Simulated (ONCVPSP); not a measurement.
PBEsol ONCV dataset for lithium, scalar-relativistic all-electron reference.

ONCVPSP 4.0.1 input, shortened (lines: element, Z, core and valence counts, functional; n l f; lmax; l rc ep ncon nbas qcut; lloc lpopt rc5 dvloc0; l nproj debl; icmod fcfact rcfact), PBEsol, scalar-relativistic:

```
  Li 3.00    0    2  -116133      upf
    1    0    2.00
    2    0    1.00
    2
    0    0.95    0.00    5   10   15.60
    1    1.00    0.34    5    9    7.60
    2    0.75    0.45    3    8   12.80
    4    5    0.50    2.50
    0    2    1.70
    1    2    0.70
    2    2    0.70
    0    0.00    0.00
```

(1) Estimate the cutoffs (Ha) at which the residual kinetic energy of the hardest occupied pseudo-wave falls to 1 and 0.1 mHa per electron.

(2) What does a ghost test show?

(3) Which valence shell sets the plane-wave cutoff?

(4) Tests: 1s2 2s0; 1s2 2s0.5; 1s2 2s0 2p1; 1s1 2s1. Which has the largest error in its energy relative to the reference configuration, and how large is it?

Results:

(1) 72 Ha and 87 Ha.

(2) No bound ghost flagged; GHOST(+) flags only above 600 eV.

(3) 1s: 72 Ha for 1 mHa per electron, against 45 Ha for 2s.

(4) 1s1 2s1, with +268 meV (all-electron minus pseudo) on +67.78 eV.
